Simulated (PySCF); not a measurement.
Spectrum to structure. Method: PySCF 2.14.0, density-fitted response routines, TDDFT CAM-B3LYP/def2-SVPD, vertical, gas phase, core orbitals frozen in the response. Geometries: PBE0-D3(BJ)/def2-SVP, one conformer each.

| state | λ (nm) | f |
| --- | --- | --- |
| S1 | 274.9 | 0.599 |
| S2 | 271.3 | 0.031 |
| S3 | 223.4 | 0.0000 |
| S4 | 219.9 | 0.0010 |
| S5 | 210.2 | 0.064 |
| S6 | 192.9 | 0.128 |

Question: Which structure fits? All have the formula C8H9B.
A. `BC1=CC=C(C=C)C=C1`
B. `C#C/C=C\C#CB(C)C`
C. `c1c2C(CB)c2ccc1`
D. `C#C/C=C/C#CB(C)C`

Answer: A. Its S1 lies at 4.51 eV; the nearest of the others has S1 at 3.89 eV. S1 is HOMO→LUMO (94%). Löwdin shares by element: HOMO carbon 63% or more (atoms not listed hold the other 37%); LUMO carbon 34% or more, boron 24% (atoms not listed hold the other 42%). At the same level the other candidates give, for their lowest levels:
- `C#C/C=C\C#CB(C)C`: 331 nm (f 0.002); 291 nm (f 0.448); 260 nm (f 0.000); 217 nm (f 0.061); 210 nm (f 0.001); T1 2.52 eV; HOMO -8.11, LUMO -1.32 eV
- `BCC1c2ccccc21`: 238 nm (f 0.065); 226 nm (f 0.002); 212 nm (f 0.004); 210 nm (f 0.001); 206 nm (f 0.002); T1 4.04 eV; HOMO -8.08, LUMO -0.26 eV
- `C#C/C=C/C#CB(C)C`: 319 nm (f 0.198); 272 nm (f 0.419); 249 nm (f 0.015); 231 nm (f 0.202); 210 nm (f 0.005); T1 2.51 eV; HOMO -7.96, LUMO -1.23 eV

The values belong to the conformer `[BH2:1][c:2]1[cH:3][cH:4][c:5]([CH:6]=[CH2:7])[cH:8][cH:9]1`: C4–C5–C6–C7 -177°.
Triplets come from the Tamm–Dancoff approximation.
